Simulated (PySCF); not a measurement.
# BrH₂⁺: fields on a plane

Method: PBE0/[Br def2-TZVP, H def2-TZVP], no relativity, density fitting, PySCF.

The singlet minimum has Br–H 1.447 Å (×2); H–Br–H 92.5°.

The plane holds Br1 at (0.00, 0.00), H2 at (1.45, 0.00), H3 at (-0.06, 1.45) Å. Columns run from x = -1.95 to 3.75 Å, rows from y = 3.75 (top) to -1.95 Å, in steps of 0.3 Å. Other isomers or separated fragments may lie lower.

Give the electrostatic potential (V) (cut at 20 V). Lower edges of the bins (V): '0' 2.96, '1' 3.06, '2' 3.22, '3' 3.47, '4' 3.87, '5' 4.51, '6' 5.52, '7' 7.11, '8' 9.64, '9' 13.65; top 20.0.


```
33444444444443332210
44455555555444433221
44555666655554443322
55566666666555444332
55666777766655554433
56677888777666554443
66678999877766655443
66778999987776665544
66788999988777665544
67789999998877766554
67889999999888766554
67899999999998776654
67899999999999876654
67899999999999876654
67899999999998776554
67789999999888766554
66778999988877766554
56677888887776665544
55667777777666655443
55566666666665554443
```

Give the electron localisation function (set to 0 where the density is under 0.005 e/Å³). Lower edges of the bins: '0' 0.000, '1' 0.100, '2' 0.200, '3' 0.300, '4' 0.400, '5' 0.499, '6' 0.599, '7' 0.699, '8' 0.799, '9' 0.899; top 1.00.


```
00000000000000000000
00000000000000000000
00000000000000000000
00000000000000000000
00000788600000000000
00048999960000000000
00069999982000000000
00169999972000000000
00159999961000000000
00147999852234200000
00146755555788700000
01355133168999970000
02564366359999980000
03675366359999980000
03687233169999970000
03688754566899700000
01478876543455000000
00246665311000000000
00013332100000000000
00000100000000000000
```
